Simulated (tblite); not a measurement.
Compound: C2H5F3OSi.
SMILES with atom numbers: `[CH3:1][O:2][Si:3]([F:4])([F:5])[CH2:6][F:7]` (hydrogens: H8, H9, H10 on C1; H11, H12 on C6)

Computed with GFN2-xTB (tblite), gas phase: L-BFGS steps from a force-field or distance-geometry start until the largest atomic force falls under 0.01 eV/Å.

Step 25: E = -734.0106 eV
```
atom  x, y, z in Å  |  force x, y, z in eV/Å
C1      1.9178   -0.5372    0.2988   -0.105   0.132   0.004
O2      1.0795    0.5547   -0.0012    0.035  -0.085   0.023
Si3    -0.4248    1.0118    0.2408    0.084   0.023  -0.038
F4     -0.7062    1.9909   -0.9810   -0.017   0.085  -0.017
F5     -0.5716    1.9272    1.5348    0.033   0.029  -0.004
C6     -1.7216   -0.3728    0.2500    0.075  -0.001   0.040
F7     -1.9428   -0.8422    1.5261   -0.012  -0.143   0.142
H8      2.7356   -0.4940   -0.4180    0.102  -0.068   0.042
H9      1.3963   -1.4914    0.2012   -0.054   0.073  -0.017
H10     2.2991   -0.4467    1.3170    0.027   0.024  -0.022
H11    -2.6962   -0.0772   -0.1330   -0.084   0.090  -0.084
H12    -1.3640   -1.2240   -0.3319   -0.085  -0.159  -0.068
```

Step 26: E = -734.0171 eV
```
atom  x, y, z in Å  |  force x, y, z in eV/Å
C1      1.9639   -0.5288    0.3064   -0.205   0.156   0.020
O2      1.0768    0.5195   -0.0163    0.056  -0.083   0.009
Si3    -0.4250    0.9826    0.2308    0.098  -0.026  -0.024
F4     -0.6986    1.9648   -0.9916   -0.003   0.061   0.012
F5     -0.5635    1.8936    1.5304    0.043   0.029  -0.025
C6     -1.7664   -0.3641    0.2468    0.054  -0.015  -0.017
F7     -1.9623   -0.8615    1.5173    0.026  -0.151   0.103
H8      2.7855   -0.4675   -0.4080    0.033  -0.038   0.096
H9      1.4757   -1.5007    0.2226   -0.037   0.020  -0.035
H10     2.3301   -0.4098    1.3284    0.036   0.045  -0.070
H11    -2.7454   -0.0165   -0.0862    0.000   0.076  -0.076
H12    -1.4695   -1.2125   -0.3771   -0.101  -0.073   0.006
```

Step 27: E = -734.0208 eV
```
atom  x, y, z in Å  |  force x, y, z in eV/Å
C1      1.9797   -0.5209    0.3096   -0.137   0.083   0.026
O2      1.0818    0.5090   -0.0218   -0.041   0.070  -0.041
Si3    -0.4214    0.9706    0.2239    0.081  -0.050  -0.001
F4     -0.6997    1.9575   -0.9951    0.019   0.021   0.042
F5     -0.5585    1.8788    1.5268    0.048   0.017  -0.048
C6     -1.7797   -0.3637    0.2455    0.042  -0.017  -0.002
F7     -1.9708   -0.8731    1.5134    0.060  -0.123   0.065
H8      2.8057   -0.4644   -0.4017    0.002   0.003   0.111
H9      1.4981   -1.4926    0.2300   -0.061  -0.118  -0.038
H10     2.3395   -0.3973    1.3326    0.055   0.071  -0.050
H11    -2.7568    0.0083   -0.0670   -0.002   0.085  -0.081
H12    -1.5168   -1.2131   -0.3928   -0.066  -0.042   0.016
```

Step 28: E = -734.0232 eV
```
atom  x, y, z in Å  |  force x, y, z in eV/Å
C1      1.9877   -0.5159    0.3124   -0.104  -0.031  -0.012
O2      1.0813    0.5019   -0.0269    0.023   0.066  -0.051
Si3    -0.4195    0.9635    0.2202   -0.027  -0.026   0.011
F4     -0.6973    1.9561   -0.9961    0.026  -0.022   0.071
F5     -0.5546    1.8737    1.5231    0.049   0.000  -0.061
C6     -1.7892   -0.3639    0.2451    0.004  -0.020   0.021
F7     -1.9761   -0.8835    1.5123    0.080  -0.075  -0.019
H8      2.8184   -0.4607   -0.3955   -0.039   0.029   0.111
H9      1.5147   -1.4942    0.2336   -0.036  -0.065  -0.017
H10     2.3487   -0.3878    1.3343    0.022   0.085  -0.037
H11    -2.7663    0.0230   -0.0562    0.049   0.067  -0.050
H12    -1.5466   -1.2131   -0.4029   -0.046  -0.009   0.034
```

Q: Estimate the geometry and energy of step 29. (The exact step hangs on the optimiser's Hessian estimate; all steps are aligned on step 28, rigid shifts and turns removed.)

A: E = -734.0256 eV, largest force 0.175 eV/Å
```
atom  x, y, z in Å  |  force x, y, z in eV/Å
C1      1.9754   -0.5128    0.3117    0.054  -0.146  -0.013
O2      1.0864    0.5131   -0.0266   -0.019   0.151  -0.087
Si3    -0.4157    0.9672    0.2189   -0.097  -0.032   0.025
F4     -0.7006    1.9647   -0.9915    0.025  -0.037   0.060
F5     -0.5520    1.8792    1.5196    0.040   0.006  -0.033
C6     -1.7785   -0.3696    0.2468   -0.002   0.015   0.074
F7     -1.9722   -0.8892    1.5145    0.082  -0.017  -0.054
H8      2.8115   -0.4711   -0.3905   -0.036   0.045   0.065
H9      1.4933   -1.4859    0.2281   -0.048  -0.083   0.006
H10     2.3439   -0.3921    1.3312   -0.011   0.081   0.008
H11    -2.7515    0.0172   -0.0648    0.002   0.072  -0.022
H12    -1.5387   -1.2214   -0.3941    0.011  -0.056  -0.031
```

The energy changes by -0.0025 eV. The first-order estimate −F·Δx gives -0.0044 eV and the mean of the old and new forces, exact on a quadratic surface, -0.0025 eV. The step makes an angle of 71° with the force vector and moves no atom by more than 0.024 Å.

The cost below is that of the whole relaxation. Hardware: one thread, Arm Neoverse V1 (aarch64), no GPU, shared host. Cost: 0.58 s of wall time.
